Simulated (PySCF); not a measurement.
**Structure from 2D NMR**

Compound of formula C$_{8}$H$_{7}$FO. Correlations simulated from computed shifts and the bond graph:

HSQC (one-bond C–H):
```csv
δH,δC
8.43,139.8
7.64,134.7
2.61,24.7
```

COSY cross peaks (H two or three bonds apart, from the bond graph; peaks can be absent where the dihedral angle is near 90°):
```csv
δH,δH
8.43,7.64
```

HMBC (two and three bonds, from the bond graph):
```csv
δH,δC
8.43,"165.9, 153.2, 139.8, 134.7, 126.8"
7.64,"153.2, 139.8, 134.7, 126.8, 24.7"
2.61,"153.2, 134.7"
```

Carbons without hydrogens: δ 165.9, 153.2, 126.8.

How the numbers were obtained: GFN2-xTB geometry, shieldings: GIAO PBE0/pcSseg-1, in PySCF (no solvent, non-relativistic Hamiltonian, one averaged value for each set of equivalent atoms, single conformer).

Shifts are taken against calculated references (same method and geometry level): $^{1}$H and $^{13}$C against TMS.

Exchangeable hydrogens are left out of these lists.

Work out the connectivity.

Answers

SMILES Cc1ccc(C(=O)F)cc1.

Numbering as in the mapped SMILES `[CH3:1][c:2]1[cH:3][cH:4][c:5]([C:6](=[O:7])[F:8])[cH:9][cH:10]1` (H(Xn): hydrogen on atom n).

1. δC 165.9 is C6, a carbonyl carbon.
2. δC 153.2 is C2, a substituted aromatic carbon.
3. δC 139.8 is C4/C9, an aromatic CH (δH 8.43).
4. δC 134.7 is C3/C10, an aromatic CH (δH 7.64).
5. δC 126.8 is C5, a substituted aromatic carbon.
6. δC 24.7 is C1, a methyl carbon on an aromatic ring (δH 2.61).
7. HMBC from δH 8.43 reaches the proton-free carbons C6, C2, C5.
8. HMBC from δH 7.64 reaches the proton-free carbons C2, C5.
9. HMBC from δH 2.61 reaches the proton-free carbon C2.
10. COSY links 8.43–7.64.

The data come from this structure; uniqueness wasn't tested.

Shifts are as computed. Against solution values, carbons near 30 ppm lie about +3 ppm off and those near 130 ppm about +5 ppm. Of 1211 compounds with measured shifts, 218 miss one by over three times the rms of a fit or turn the order of signals round; such compounds aren't used in these exercises.
